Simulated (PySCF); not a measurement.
Species: `FC(F)[SiH2]O[SiH2]O[SiH3]`. The columns A, B, C and D hold Mulliken, IAO, Hirshfeld and ESP-fitted charges (e) of one PBE0/pcSseg-1 density (PySCF), in a shuffled order. Coordinates in Å (GFN2-xTB); the density's dipole moment is (0.77, 0.15, 1.51) D.

| atom | x | y | z | A | B | C | D |
| --- | --- | --- | --- | --- | --- | --- | --- |
| F1 | -0.793 | -0.106 | -1.991 | -0.306 | -0.200 | -0.311 | -0.109 |
| C2 | -1.530 | 0.514 | -1.023 | +0.162 | +0.189 | +0.219 | +0.055 |
| F3 | -2.624 | 1.019 | -1.663 | -0.305 | -0.216 | -0.314 | -0.118 |
| Si4 | -2.024 | -0.744 | 0.365 | +1.020 | +0.501 | +0.855 | +0.411 |
| O5 | -0.691 | -1.117 | 1.179 | -0.888 | -0.412 | -0.718 | -0.302 |
| Si6 | 0.896 | -1.227 | 1.552 | +1.227 | +0.675 | +1.031 | +0.470 |
| O7 | 1.718 | -0.035 | 0.855 | -0.891 | -0.441 | -0.712 | -0.303 |
| Si8 | 2.182 | 1.214 | -0.078 | +0.878 | +0.595 | +0.699 | +0.396 |
| H9 | -0.936 | 1.376 | -0.685 | +0.134 | +0.088 | +0.114 | +0.038 |
| H10 | -2.532 | -1.946 | -0.281 | -0.134 | -0.078 | -0.106 | -0.069 |
| H11 | -2.928 | -0.051 | 1.276 | -0.143 | -0.102 | -0.118 | -0.073 |
| H12 | 1.372 | -2.488 | 1.007 | -0.167 | -0.118 | -0.151 | -0.079 |
| H13 | 0.952 | -1.017 | 2.989 | -0.166 | -0.125 | -0.155 | -0.081 |
| H14 | 1.429 | 2.384 | 0.384 | -0.149 | -0.127 | -0.127 | -0.081 |
| H15 | 1.890 | 0.885 | -1.468 | -0.135 | -0.111 | -0.097 | -0.076 |
| H16 | 3.612 | 1.348 | 0.189 | -0.135 | -0.120 | -0.110 | -0.077 |

Which column most likely holds the ESP-fitted charges?

B. Σ q r misses the density's dipole by 0.03 D (B), 0.59 D (D), 1.24 D (A), 1.31 D (C). Charges fitted to the outside potential are the only set here that is tied to the molecule's multipoles.

And the Hirshfeld charges?

D. The mean sizes are 0.171 e (D), 0.256 e (B), 0.365 e (C), 0.428 e (A), and Hirshfeld charges are commonly the smallest of these schemes.

As computed, A = IAO, B = ESP-fitted, C = Mulliken, D = Hirshfeld.

The ESP scheme fits charges at the nuclei, held to the total charge, to the electrostatic potential on points at 1.4 to 2.0 times the van der Waals radii. The Mulliken scheme counts on each atom the diagonal of the density matrix times the overlap matrix over that atom's basis functions.

One conformer (not necessarily the lowest) at the GFN2-xTB geometry, without solvent, vibrations or thermal averaging.

These values come from a run that also computed NMR shieldings. On Arm Neoverse V2, one thread, no GPU, shared host with 192 logical CPUs at a one-minute load of 169, this took 44 s of wall time (grids of density and orbitals included) and 0.88 GiB of memory at its peak.

The values belong to the conformer `[F:1][CH:2]([F:3])[SiH2:4][O:5][SiH2:6][O:7][SiH3:8]`: F1–C2–Si4–O5 70°, C2–Si4–O5–Si6 -12°, Si4–O5–Si6–O7 26°, O5–Si6–O7–Si8 -14°.
